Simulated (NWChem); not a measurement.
Everything below was run with NWChem. System: C$_{3}$H$_{2}$F$_{3}$, charge 1, spin multiplicity 1, at the geometry of a parent with another charge or spin, in a state set for the comparison that need not be this species' ground state. Level: RHF/def2-TZVP.

Input file:

```
start mol
memory heap 200 mb stack 900 mb global 1100 mb
charge 1
geometry units angstroms nocenter noautoz
  C      1.850520     0.513938     0.000000
  C      0.693041    -0.242718     0.000000
  F      0.768701    -1.590910     0.000000
  C     -0.613122     0.258656     0.000000
  F     -0.875737     1.556145     0.000000
  F     -1.693835    -0.498380     0.000000
  H      1.800219     1.609352     0.000000
  H      2.824982     0.009697     0.000000
  symmetry group Cs
end
basis spherical
  * library def2-tzvp
end
scf
  rhf
  nopen 0
  maxiter 100
  thresh 1e-7
  semidirect memsize 60000000 filesize 0
end
task scf energy
```

NWChem printed:

```
             Northwest Computational Chemistry Package (NWChem) 7.3.0
             --------------------------------------------------------

                                NWChem Input Module
                                -------------------

 Scaling coordinates for geometry "geometry" by  1.889725989
 (inverse scale =  0.529177249)

 Turning off AUTOSYM since
 SYMMETRY directive was detected!

                             Geometry "geometry" -> ""
                             -------------------------

 Output coordinates in angstroms (scale by  1.889725989 to convert to a.u.)

  No.       Tag          Charge          X              Y              Z
 ---- ---------------- ---------- -------------- -------------- --------------
    1 C                    6.0000     1.85052000     0.51393800     0.00000000
    2 C                    6.0000     0.69304100    -0.24271800     0.00000000
    3 F                    9.0000     0.76870100    -1.59091000     0.00000000
    4 C                    6.0000    -0.61312200     0.25865600     0.00000000
    5 F                    9.0000    -0.87573700     1.55614500     0.00000000
    6 F                    9.0000    -1.69383500    -0.49838000     0.00000000
    7 H                    1.0000     1.80021900     1.60935200     0.00000000
    8 H                    1.0000     2.82498200     0.00969700     0.00000000

 Effective nuclear repulsion energy (a.u.)     232.2369207884

            Nuclear Dipole moment (a.u.)
            ----------------------------
        X                 Y               Z
 ---------------- ---------------- ----------------
    -0.0000075589     0.0000000000     0.0000000000

      Symmetry information
      --------------------

 Group name             Cs
 Group number              2
 Group order               2
 No. of unique centers     8

      Symmetry unique atoms

     1    2    3    4    5    6    7    8


 Summary of "ao basis" -> "" (spherical)
 ------------------------------------------------------------------------------
       Tag                 Description            Shells   Functions and Types
 ---------------- ------------------------------  ------  ---------------------
 *                         def2-tzvp                  on all atoms

 Summary of "ao basis" -> "ao basis" (spherical)
 ------------------------------------------------------------------------------
       Tag                 Description            Shells   Functions and Types
 ---------------- ------------------------------  ------  ---------------------
 C                         def2-tzvp                11       31   5s3p2d1f
 F                         def2-tzvp                11       31   5s3p2d1f
 H                         def2-tzvp                 4        6   3s1p

                                 NWChem SCF Module
                                 -----------------

  ao basis        = "ao basis"
  functions       =   198
  atoms           =     8
  closed shells   =    23
  open shells     =     0
  charge          =   1.00
  wavefunction    = RHF
  use symmetry    = T
  symmetry adapt  = T

 Summary of "ao basis" -> "ao basis" (spherical)
 ------------------------------------------------------------------------------
       Tag                 Description            Shells   Functions and Types
 ---------------- ------------------------------  ------  ---------------------
 C                         def2-tzvp                11       31   5s3p2d1f
 F                         def2-tzvp                11       31   5s3p2d1f
 H                         def2-tzvp                 4        6   3s1p

      Symmetry analysis of basis
      --------------------------

        a'        136
        a"         62

 Forming initial guess at       0.1s

      Superposition of Atomic Density Guess
      -------------------------------------

 Sum of atomic energies:        -412.26783811

 Renormalizing density from      47.00 to     46

      Non-variational initial energy
      ------------------------------

 Total energy =    -408.745787
 1-e energy   =   -1010.038291
 2-e energy   =     369.055583
 HOMO         =      -0.614093
 LUMO         =      -0.388569

      Symmetry analysis of molecular orbitals - initial
      -------------------------------------------------

  Numbering of irreducible representations:

     1 a'          2 a"

  Orbital symmetries:

     1 a'          2 a'          3 a'          4 a'          5 a'
     6 a'          7 a'          8 a'          9 a'         10 a'
    11 a'         12 a'         13 a'         14 a'         15 a"
    16 a"         17 a'         18 a"         19 a'         20 a'
    21 a'         22 a'         23 a"         24 a"         25 a'
    26 a"         27 a'         28 a'         29 a'         30 a'
    31 a'         32 a'         33 a"

 Starting SCF solution at       3.6s

 ----------------------------------------------
         Quadratically convergent ROHF

 Convergence threshold     :          1.000E-07
 Maximum no. of iterations :          100
 Final Fock-matrix accuracy:          1.000E-09
 ----------------------------------------------

              iter       energy          gnorm     gmax       time
             ----- ------------------- --------- --------- --------
                 1     -412.6675849703  2.24D+00  2.85D-01      5.2
                 2     -412.8641936315  4.71D-01  6.27D-02      8.4
                 3     -412.8851596650  1.75D-02  2.88D-03     13.9
                 4     -412.8851964075  1.46D-04  4.14D-05     22.3
                 5     -412.8851964115  1.70D-08  5.73D-09     37.4

       Final RHF  results
       ------------------

         Total SCF energy =   -412.885196411486
      One-electron energy =  -1021.426391711782
      Two-electron energy =    376.304274511873
 Nuclear repulsion energy =    232.236920788423

        Time for solution =     33.8s

       Symmetry analysis of molecular orbitals - final
       -----------------------------------------------

  Numbering of irreducible representations:

     1 a'          2 a"

  Orbital symmetries:

     1 a'          2 a'          3 a'          4 a'          5 a'
     6 a'          7 a'          8 a'          9 a'         10 a'
    11 a'         12 a'         13 a'         14 a'         15 a"
    16 a'         17 a"         18 a'         19 a'         20 a"
    21 a'         22 a'         23 a"         24 a"         25 a'
    26 a"         27 a'         28 a'         29 a'         30 a'
    31 a'         32 a"         33 a'

             Final eigenvalues
             -----------------

              1
    1  -26.6285
    2  -26.6258
    3  -26.5389
    4  -11.7804
    5  -11.6047
    6  -11.5806
    7   -1.9714
    8   -1.9101
    9   -1.8541
   10   -1.3725
   11   -1.2358
   12   -1.1270
   13   -1.0702
   14   -1.0272
   15   -1.0221
   16   -0.9478
   17   -0.9439
   18   -0.9436
   19   -0.9291
   20   -0.9210
   21   -0.8626
   22   -0.8467
   23   -0.6649
   24   -0.2442
   25   -0.0326
   26   -0.0279
   27   -0.0172
   28    0.0085
   29    0.0228
   30    0.0738
   31    0.0833
   32    0.1050
   33    0.1627

                       ROHF Final Molecular Orbital Analysis
                       -------------------------------------

 Vector   21  Occ=2.000000D+00  E=-8.626178D-01  Symmetry=a'
              MO Center=  1.6D+00,  3.4D-01,  8.9D-15, r^2= 2.4D+00
   Bfn.  Coefficient  Atom+Function         Bfn.  Coefficient  Atom+Function
  ----- ------------  ---------------      ----- ------------  ---------------
     7      0.231326  1 C  py                 6     -0.202207  1 C  px
   194     -0.202823  8 H  s                 10      0.199544  1 C  py
   188      0.168947  7 H  s                  9     -0.160234  1 C  px

 Vector   22  Occ=2.000000D+00  E=-8.466853D-01  Symmetry=a'
              MO Center=  8.5D-01, -7.3D-01,  8.7D-15, r^2= 2.2D+00
   Bfn.  Coefficient  Atom+Function         Bfn.  Coefficient  Atom+Function
  ----- ------------  ---------------      ----- ------------  ---------------
    68      0.394374  3 F  px                71      0.343208  3 F  px
    74      0.196671  3 F  px                 7      0.165640  1 C  py
    40     -0.156944  2 C  px                37     -0.151925  2 C  px

 Vector   23  Occ=2.000000D+00  E=-6.648604D-01  Symmetry=a"
              MO Center=  7.0D-01, -5.7D-02,  1.2D-14, r^2= 2.0D+00
   Bfn.  Coefficient  Atom+Function         Bfn.  Coefficient  Atom+Function
  ----- ------------  ---------------      ----- ------------  ---------------
    42      0.292730  2 C  pz                39      0.283940  2 C  pz
    70     -0.197566  3 F  pz                11      0.195598  1 C  pz
     8      0.187833  1 C  pz                73     -0.169622  3 F  pz
   104      0.155996  4 C  pz               101      0.151196  4 C  pz

 Vector   24  Occ=0.000000D+00  E=-2.441624D-01  Symmetry=a"
              MO Center=  6.5D-01,  3.7D-01,  5.2D-14, r^2= 3.0D+00
   Bfn.  Coefficient  Atom+Function         Bfn.  Coefficient  Atom+Function
  ----- ------------  ---------------      ----- ------------  ---------------
    14      0.361340  1 C  pz               104     -0.347999  4 C  pz
   101     -0.306558  4 C  pz                11      0.282060  1 C  pz
     8      0.269906  1 C  pz               107     -0.201812  4 C  pz

 Vector   25  Occ=0.000000D+00  E=-3.257111D-02  Symmetry=a'
              MO Center=  3.4D-01,  7.5D-01,  2.8D-15, r^2= 5.9D+00
   Bfn.  Coefficient  Atom+Function         Bfn.  Coefficient  Atom+Function
  ----- ------------  ---------------      ----- ------------  ---------------
   189      1.466101  7 H  s                 98      1.267590  4 C  s
   129     -0.764377  5 F  s                  4     -0.627991  1 C  s
   160     -0.624421  6 F  s                 13     -0.579934  1 C  py
    67     -0.542643  3 F  s                 36      0.474101  2 C  s
     5     -0.469609  1 C  s                 44     -0.343703  2 C  py

 Vector   26  Occ=0.000000D+00  E=-2.792175D-02  Symmetry=a"
              MO Center=  6.7D-01,  2.7D-01, -7.3D-15, r^2= 3.4D+00
   Bfn.  Coefficient  Atom+Function         Bfn.  Coefficient  Atom+Function
  ----- ------------  ---------------      ----- ------------  ---------------
    45     -0.801827  2 C  pz                14      0.759249  1 C  pz
   107      0.633827  4 C  pz                42     -0.383208  2 C  pz
    39     -0.317629  2 C  pz               104      0.301028  4 C  pz
   101      0.266840  4 C  pz                76      0.180868  3 F  pz
   169     -0.172234  6 F  pz               138     -0.165754  5 F  pz

 center of mass
 --------------
 x =  -0.12703488 y =  -0.04253729 z =   0.00000000

 moments of inertia (a.u.)
 ------------------
         378.717103115172          81.390468914837           0.000000000000
          81.390468914837         509.061491351084           0.000000000000
           0.000000000000           0.000000000000         887.778594466256

  Mulliken analysis of the total density
  --------------------------------------

    Atom       Charge   Shell Charges
 -----------   ------   -------------------------------------------------------
    1 C    6     5.97   0.86  1.12  0.53  0.65  0.10  1.15  1.20  0.29  0.02  0.05  0.01
    2 C    6     5.90   0.85  1.12  0.48  0.54  0.08  1.21  1.28  0.10  0.04  0.16  0.02
    3 F    9     9.18   0.77  1.20  0.60  1.02  0.34  2.23  2.25  0.75  0.00  0.02  0.00
    4 C    6     5.30   0.86  1.12  0.55  0.46  0.01  1.03  0.91  0.04  0.06  0.23  0.03
    5 F    9     9.10   0.77  1.20  0.61  1.02  0.33  2.21  2.24  0.69  0.00  0.02  0.00
    6 F    9     9.07   0.77  1.20  0.61  1.02  0.32  2.21  2.24  0.68  0.00  0.02  0.00
    7 H    1     0.74   0.25  0.44  0.03  0.02
    8 H    1     0.73   0.25  0.43  0.03  0.02

       Multipole analysis of the density wrt the origin
       ------------------------------------------------

     L   x y z        total         open         nuclear
     -   - - -        -----         ----         -------
     0   0 0 0      1.000000      0.000000     47.000000

     1   1 0 0      1.547476      0.000000     -0.000008
     1   0 1 0      1.116755      0.000000      0.000000
     1   0 0 1     -0.000000      0.000000      0.000000

     2   2 0 0    -11.095330      0.000000    267.641434
     2   1 1 0      2.531685      0.000000    -32.152868
     2   1 0 1      0.000000      0.000000      0.000000
     2   0 2 0    -21.243924      0.000000    184.761410
     2   0 1 1     -0.000000      0.000000      0.000000
     2   0 0 2    -21.582466      0.000000      0.000000

 Task  times  cpu:       37.4s     wall:       37.4s

 Total times  cpu:       37.5s     wall:       37.5s
```
